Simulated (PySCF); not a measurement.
## Ti³⁺ (titanium, charge +3) across methods

[Ar] 3d1, 2D determinant. All numbers are calculated (PySCF 2.14, the non-relativistic Hamiltonian (point nucleus), in aug-cc-pVDZ (7s6p4d2f, 59 functions)).

```json
{"method": "wB97X-V", "E (hartree)": "-847.463", "mean ε 3p α (eV)": "-77.663", "mean ε 3p β (eV)": "-76.467", "mean ε 3d α (eV)": "-41.225", "Σ⟨r²⟩ (bohr²)": "13.26", "⟨S²⟩": "0.750"}
{"method": "BHandHLYP", "E (hartree)": "-847.580", "mean ε 3p α (eV)": "-78.027", "mean ε 3p β (eV)": "-76.377", "mean ε 3d α (eV)": "-40.987", "Σ⟨r²⟩ (bohr²)": "13.26", "⟨S²⟩": "0.751"}
{"method": "BLYP", "E (hartree)": "-847.573", "mean ε 3p α (eV)": "-72.066", "mean ε 3p β (eV)": "-71.060", "mean ε 3d α (eV)": "-36.597", "Σ⟨r²⟩ (bohr²)": "13.32", "⟨S²⟩": "0.750"}
{"method": "r2SCAN", "E (hartree)": "-847.526", "mean ε 3p α (eV)": "-73.207", "mean ε 3p β (eV)": "-72.000", "mean ε 3d α (eV)": "-36.878", "Σ⟨r²⟩ (bohr²)": "13.23", "⟨S²⟩": "0.751"}
{"method": "TPSSh", "E (hartree)": "-847.586", "mean ε 3p α (eV)": "-73.668", "mean ε 3p β (eV)": "-72.497", "mean ε 3d α (eV)": "-37.616", "Σ⟨r²⟩ (bohr²)": "13.25", "⟨S²⟩": "0.751"}
{"method": "LDA", "E (hartree)": "-845.468", "mean ε 3p α (eV)": "-72.238", "mean ε 3p β (eV)": "-71.244", "mean ε 3d α (eV)": "-36.423", "Σ⟨r²⟩ (bohr²)": "13.30", "⟨S²⟩": "0.750"}
{"method": "UHF", "E (hartree)": "-846.73794", "mean ε 3p α (eV)": "-82.885", "mean ε 3p β (eV)": "-80.454", "mean ε 3d α (eV)": "-44.428", "Σ⟨r²⟩ (bohr²)": "13.22", "⟨S²⟩": "0.751"}
{"method": "PBE0", "E (hartree)": "-847.369", "mean ε 3p α (eV)": "-75.220", "mean ε 3p β (eV)": "-73.894", "mean ε 3d α (eV)": "-38.764", "Σ⟨r²⟩ (bohr²)": "13.25", "⟨S²⟩": "0.751"}
{"method": "PBE", "E (hartree)": "-847.311", "mean ε 3p α (eV)": "-72.230", "mean ε 3p β (eV)": "-71.222", "mean ε 3d α (eV)": "-36.560", "Σ⟨r²⟩ (bohr²)": "13.29", "⟨S²⟩": "0.750"}
```
